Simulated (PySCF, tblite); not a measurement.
Isomers of [C7H12]+ (charge +1 and doublet state), one GFN2-xTB conformer each. Single-point energies are computed at B3LYP/pcH-1 (PySCF, gas phase, no added dispersion term), electronic only. GFN2-xTB treats the open shell by occupation alone, and not every SCF solution was tested for stability.

Question: Rank them by B3LYP/pcH-1 energy, lowest first (kcal/mol).
A. `[CH:1]1[CH+:2][CH2:3][CH2:4][CH2:5][CH2:6][CH2:7]1` (charge +1 and doublet state) with C7–C1–C2–C3 0°, C1–C2–C3–C4 -7°, C2–C3–C4–C5 38°, C3–C4–C5–C6 -78°
B. `[CH2+:1]/[C:2]=[C:3](/[CH3:4])[CH2:5][CH2:6][CH3:7]` (charge +1 and doublet state) with C2–C3–C5–C6 -87°, C3–C5–C6–C7 175°
C. `[CH3:1][CH2:2][C+:3]1[CH:4][CH2:5][C@H:6]1[CH3:7]` (charge +1 and doublet state) with C1–C2–C3–C4 177°
D. `[CH3:1][CH2:2][C+:3]=[C:4][CH2:5][CH2:6][CH3:7]` (charge +1 and doublet state) with C4–C5–C6–C7 179°

Answer: A (0.0), B (14.9), C (15.0), D (27.7).

Neighbours under 5.0 kcal/mol apart ([CH2+]/[C]=C(/C)CCC and CC[C+]1[CH]C[C@H]1C) can change places with a better method, another conformer or zero-point energy. GFN2-xTB itself gives, in the same order: 0.0, 22.7, 15.5, 25.5. Both levels put the same isomer lowest; measured from each level's own lowest isomer, the values differ by up to 7.8 kcal/mol ([CH2+]/[C]=C(/C)CCC: 22.7 against 14.9).

Q: What happens when harmonic zero-point energies from GFN2-xTB frequencies are added?

A: 
```csv
SMILES,ZPE (kcal/mol),electronic (kcal/mol),with ZPE (kcal/mol)
[CH]1[CH+]CCCCC1,104.8,0.0,0.0
[CH2+]/[C]=C(/C)CCC,101.8,14.9,11.9
CC[C+]1[CH]C[C@H]1C,102.6,15.0,12.7
CC[C+]=[C]CCC,101.5,27.7,24.4
```

The zero-point energies span 3.3 kcal/mol. The order is unchanged.
